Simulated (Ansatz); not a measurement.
Geometry optimisation, RKS LDA/def2-SVP in Ansatz 0.2.0.

The input (input.yaml):

```yaml
crystal:
  periodic: [false, false, false]
  atoms:
    - { symbol: B, position_ang: [-0.069741, -0.22607, 0.115612] }
    - { symbol: O, position_ang: [-0.104305, -0.404514, 1.480264] }
    - { symbol: H, position_ang: [-1.008828, -0.581182, 1.813475] }
    - { symbol: H, position_ang: [0.999847, -0.085869, -0.432617] }
    - { symbol: F, position_ang: [-1.19223, -0.276415, -0.575057] }
    - { symbol: Br, position_ang: [0.094573, 2.910343, 0.90399] }
    - { symbol: H, position_ang: [0.416384, 1.719407, 1.769133] }
basis:
  gaussian: { orbitals: def2-SVP }
hamiltonian:
  xc: lda
relax:
  f_tol: 0.03
  max_steps: 50
output:
  orbitals: {}
```

Launched with:

```bash
$ ansatz run input.yaml --threads 2 --pin off --max-ram 3072MiB --backend cpu --events-out ev --progress --plain --runs-dir out
```

**Question.** Where does it end, and by what steps?

**Answer.** It converged. After 25 steps the energy has fallen by 0.162 eV; F5 moved furthest, 1.34 Å.

```json
{"step": "0", "energy less start (eV)": "0.0000", "largest force component (eV/Å)": "1.051", "accepted": "yes"}
{"step": "1", "energy less start (eV)": "-0.0538", "largest force component (eV/Å)": "0.268", "accepted": "yes"}
{"step": "2", "energy less start (eV)": "-0.0833", "largest force component (eV/Å)": "0.438", "accepted": "yes"}
{"step": "3", "energy less start (eV)": "-0.0982", "largest force component (eV/Å)": "0.286", "accepted": "yes"}
{"step": "4", "energy less start (eV)": "-0.1112", "largest force component (eV/Å)": "0.318", "accepted": "yes"}
{"step": "5", "energy less start (eV)": "-0.1077", "largest force component (eV/Å)": "0.636", "accepted": "no"}
{"step": "6", "energy less start (eV)": "-0.1191", "largest force component (eV/Å)": "0.058", "accepted": "yes"}
{"step": "7", "energy less start (eV)": "-0.1261", "largest force component (eV/Å)": "0.053", "accepted": "yes"}
{"step": "8", "energy less start (eV)": "-0.1332", "largest force component (eV/Å)": "0.218", "accepted": "yes"}
{"step": "9", "energy less start (eV)": "-0.1344", "largest force component (eV/Å)": "0.489", "accepted": "yes"}
{"step": "10", "energy less start (eV)": "-0.1431", "largest force component (eV/Å)": "0.185", "accepted": "yes"}
{"step": "11", "energy less start (eV)": "-0.1500", "largest force component (eV/Å)": "0.268", "accepted": "yes"}
{"step": "12", "energy less start (eV)": "-0.1464", "largest force component (eV/Å)": "0.479", "accepted": "no"}
{"step": "13", "energy less start (eV)": "-0.1535", "largest force component (eV/Å)": "0.054", "accepted": "yes"}
{"step": "14", "energy less start (eV)": "-0.1545", "largest force component (eV/Å)": "0.242", "accepted": "yes"}
{"step": "15", "energy less start (eV)": "-0.1564", "largest force component (eV/Å)": "0.113", "accepted": "yes"}
{"step": "16", "energy less start (eV)": "-0.1566", "largest force component (eV/Å)": "0.110", "accepted": "yes"}
{"step": "17", "energy less start (eV)": "-0.1502", "largest force component (eV/Å)": "0.594", "accepted": "no"}
{"step": "18", "energy less start (eV)": "-0.1583", "largest force component (eV/Å)": "0.030", "accepted": "yes"}
{"step": "19", "energy less start (eV)": "-0.1593", "largest force component (eV/Å)": "0.110", "accepted": "yes"}
{"step": "20", "energy less start (eV)": "-0.1600", "largest force component (eV/Å)": "0.079", "accepted": "yes"}
{"step": "21", "energy less start (eV)": "-0.1609", "largest force component (eV/Å)": "0.092", "accepted": "yes"}
{"step": "22", "energy less start (eV)": "-0.1615", "largest force component (eV/Å)": "0.048", "accepted": "yes"}
{"step": "23", "energy less start (eV)": "-0.1617", "largest force component (eV/Å)": "0.080", "accepted": "yes"}
{"step": "24", "energy less start (eV)": "-0.1612", "largest force component (eV/Å)": "0.130", "accepted": "no"}
{"step": "25", "energy less start (eV)": "-0.1620", "largest force component (eV/Å)": "0.003", "accepted": "yes"}
```

```xyz
7
Properties=species:S:1:pos:R:3
B -0.151 -0.379 -0.029
O -0.454 0.212 1.148
H -1.113 -0.269 1.692
H 0.652 0.149 -0.769
F -0.738 -1.517 -0.344
Br 0.760 3.091 1.801
H 0.179 1.767 1.575
```

Whether the end is a true minimum wasn't checked by a vibrational analysis.

Time of the run: 16 s on 2 threads of Intel(R) Xeon(R) 6975P-C (Granite Rapids), on a shared host, peak memory 0.16 GiB.
